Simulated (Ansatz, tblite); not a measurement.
Cost and result up the ladder for the cluster CdSe2⁻ (the lowest doublet isomer of a short search) (3 atoms). Charge -1, multiplicity 2. Geometry: PBE0-D4/def2-TZVPD.

```tsv
atom	x (Å)	y (Å)	z (Å)
Cd1	0.000	0.000	0.000
Se2	0.022	2.145	-1.109
Se3	-0.022	-2.145	1.109
```

Ansatz on 4 threads of Arm Neoverse V1 on a shared host; xTB runs through tblite on one thread. Times are rough, summed over both states, and most runs start from the orbitals of an earlier one. PBE-QIDH/def2-TZVPD serves as the yardstick here, not as an exact answer. Differences are given only for rows in sets of like size (and for xTB, whose basis is part of the method), since another set adds its own error. The other state is a quartet at its own geometry.

In the def2 sets Cd takes a core potential; there is no spin–orbit coupling. The xTB rows come from tblite. Correlated methods freeze 18 core orbitals; core or outer-core shells of Cd, Se are correlated, in sets that lack core-valence functions. The rows differ in basis, and correlated rows in double-zeta sets carry the largest basis error. In CCSD on the charge -1 doublet the largest single amplitude is 0.28, so its Hartree–Fock determinant may place the open shell otherwise than the density functionals do. HOMO above LUMO, or a gap near zero within one spin, warns that the state may not be the lowest or that an electron is smeared out. The structure comes from a short search, and lower isomers may exist.

Run but left out: LDA (SPW92)/def2-TZVPD (doublet: an occupied level 0.09 eV above an empty one).

Correlated methods converge slowly with the basis, most of all in double-zeta sets.

xTB has no spin-polarisation term.

| level | functions | quartet − doublet (eV) | difference from PBE-QIDH/def2-TZVPD (eV) | remarks |
| --- | --- | --- | --- | --- |
| PBE-D4/def2-TZVPD | 154 | 2.43 | 0.25 | HOMO above zero (quartet), gap within one spin near zero (doublet) |
| CCSD(T)/def2-SVPD | 116 | 2.10 | – | – |
| PBE0-D4/def2-TZVPD | 154 | 2.26 | 0.08 | – |
| MP2/def2-TZVPD | 154 | 2.29 | 0.10 | – |
| ωB97M-V/def2-TZVPD | 154 | 2.06 | -0.13 | – |
| RPA@PBE/def2-TZVPD | 154 | 2.43 | 0.25 | – |
| BHLYP-D4/def2-TZVPD | 154 | 1.91 | -0.27 | – |
| r2SCAN-D4/def2-TZVPD | 154 | 2.46 | 0.27 | HOMO above zero (quartet) |
| PBE-QIDH/def2-TZVPD | 154 | 2.19 | 0.00 | – |
| CAM-B3LYP-D4/def2-TZVPD (with forces) | 154 | 2.03 | -0.16 | – |
| GFN2-xTB | 22 | 2.69 | 0.51 | – |

(1) Estimate how long each takes.

Answers

(1) GFN2-xTB 0.004 s; PBE-D4/def2-TZVPD 12 s; MP2/def2-TZVPD 12 s; RPA@PBE/def2-TZVPD 15 s; PBE0-D4/def2-TZVPD 19 s; BHLYP-D4/def2-TZVPD 24 s; CAM-B3LYP-D4/def2-TZVPD (with forces) 26 s; PBE-QIDH/def2-TZVPD 27 s; r2SCAN-D4/def2-TZVPD 28 s; CCSD(T)/def2-SVPD 62 s; ωB97M-V/def2-TZVPD 1.7 min. On shared hardware such times vary by a factor of up to 3.
